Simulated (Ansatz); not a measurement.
AsH5, SMILES [AsH5].

Geometry optimised at PBE0-D3(BJ)/def2-TZVP.

Two levels are set side by side: PBE/def2-TZVPD (Ansatz, an electronic-structure program) and ωB97X-V/def2-TZVPD (Ansatz). Energy differences of separate SCF runs at the same geometry; the states with an electron removed or added have multiplicity 2 and 2. Differences are taken from unrounded values.

```
quantity                            PBE
---------------------------------  ----
vertical ionisation energy (eV)    8.23
vertical singlet–triplet gap (eV)  3.22
```

### Question
These are the PBE values. What does ωB97X-V give? (The exact figures need the calculation; the answer reports its results.)

### Answer

| quantity | ωB97X-V | PBE minus ωB97X-V |
|---|---|---|
| vertical ionisation energy (eV) | 8.46 | -0.24 |
| vertical singlet–triplet gap (eV) | 3.94 | -0.72 |
